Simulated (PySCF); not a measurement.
$^{29}$Si chemical shifts

- PBE0/pcSseg-1 with gauge-including orbitals
- geometry: GFN2-xTB
- program: PySCF 2.14
- one conformer, equivalent nuclei averaged, non-relativistic, no solvent

Shieldings were converted by a linear fit to measured shifts: $^{29}$Si: δ = 279.94 − 0.822σ (rms 8.9 ppm, 72 shifts, 25.8 ppm with the 6 outliers that the fit left out vs TMS, solution or neat liquid). A few per cent of atoms miss by over 2 rms, more outside the fitted compound classes.

Give the $^{29}$Si shifts of `CCO[Si@@H](F)C(F)(F)F`, `C#C[Si@@H](Cl)[SiH2]O[SiH3]`, `NC(=O)[SiH2]n1cccc1`, `[SiH3]O[SiH2]C#C[SiH2]Cl`, `C#C[Si@]([SiH3])(Cl)O[SiH3]`, `C#C[Si@H]([SiH3])O[SiH2]Cl`.

## Answers


| compound | environment | δ (ppm) |
| --- | --- | --- |
| CCO[Si@@H](F)C(F)(F)F | silicon bonded to C, F, O, H | -49.0 |
| [CH:1]#[C:2][Si@@H:3]([Cl:4])[SiH2:5][O:6][SiH3:7] | Si5: silicon bonded to O, Si, 2 H | -36.9 |
| [CH:1]#[C:2][Si@@H:3]([Cl:4])[SiH2:5][O:6][SiH3:7] | Si7: silicon bonded to O, 3 H | -40.3 |
| [CH:1]#[C:2][Si@@H:3]([Cl:4])[SiH2:5][O:6][SiH3:7] | Si3: silicon bonded to C, Cl, Si, H | -42.7 |
| NC(=O)[SiH2]n1cccc1 | silicon bonded to C, N, 2 H | -51.6 |
| [SiH3:1][O:2][SiH2:3][C:4]#[C:5][SiH2:6][Cl:7] | Si1: silicon bonded to O, 3 H | -42.9 |
| [SiH3:1][O:2][SiH2:3][C:4]#[C:5][SiH2:6][Cl:7] | Si6: silicon bonded to C, Cl, 2 H | -45.8 |
| [SiH3:1][O:2][SiH2:3][C:4]#[C:5][SiH2:6][Cl:7] | Si3: silicon bonded to C, O, 2 H | -53.6 |
| [CH:1]#[C:2][Si@:3]([SiH3:4])([Cl:5])[O:6][SiH3:7] | Si3: silicon bonded to C, Cl, O, Si | -25.9 |
| [CH:1]#[C:2][Si@:3]([SiH3:4])([Cl:5])[O:6][SiH3:7] | Si7: silicon bonded to O, 3 H | -43.4 |
| [CH:1]#[C:2][Si@:3]([SiH3:4])([Cl:5])[O:6][SiH3:7] | Si4: silicon bonded to Si, 3 H | -99.2 |
| [CH:1]#[C:2][Si@H:3]([SiH3:4])[O:5][SiH2:6][Cl:7] | Si6: silicon bonded to Cl, O, 2 H | -29.4 |
| [CH:1]#[C:2][Si@H:3]([SiH3:4])[O:5][SiH2:6][Cl:7] | Si3: silicon bonded to C, O, Si, H | -35.7 |
| [CH:1]#[C:2][Si@H:3]([SiH3:4])[O:5][SiH2:6][Cl:7] | Si4: silicon bonded to Si, 3 H | -101.0 |
